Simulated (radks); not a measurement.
Valence configurations of the silver ion Ag+ (all share [Kr]). All-electron calculation, scalar-relativistic Kohn-Sham, SCAN, spin-polarised, spherical densities, finite nucleus; open shells are filled with parallel spins first (spin-orbit coupling, left out, can overturn this in heavy ions); meta-GGA in the generalised Kohn-Sham scheme; Fermi nuclear charge, rms radius 4.5454 fm. Program: a radial shooting solver on a logarithmic mesh with Libxc functionals. Energies are relative to 4d10; eigenvalues in eV for spin up.

| valence | E (eV) | moment (Bohr magnetons) | e(4d) | e(5p) | e(5s) |
|---|---|---|---|---|---|
| 4d10 | 0.000 | 0 | -15.795 | - | - |
| 4d8 5s1 5p1 | 17.349 | 4 | -25.754 | -9.701 | -16.278 |
| 4d9 5p1 | 10.925 | 2 | -21.487 | -8.463 | - |
| 4d8.5 5s0.5 5p1 | 14.017 | 3 | -23.578 | -9.241 | -15.557 |
| 4d8.5 5s1.5 | 8.762 | 2 | -22.226 | - | -14.290 |
| 4d9 5s1 | 4.990 | 2 | -20.062 | - | -13.720 |
| 4d7.5 5s1.5 5p1 | 22.612 | 4 | -28.016 | -10.086 | -16.941 |
| 4d9.5 5s0.5 | 2.490 | 1 | -17.936 | - | -12.332 |
| 4d8 5p2 | 23.982 | 4 | -27.027 | -10.388 | - |

NIST lists [Kr] 4d10 as the ground configuration; this level of theory agrees among the configurations tried. The energies are those of spherical high-spin densities, not of single terms. No valid solution was reached for [Kr] 4d8 5s2.
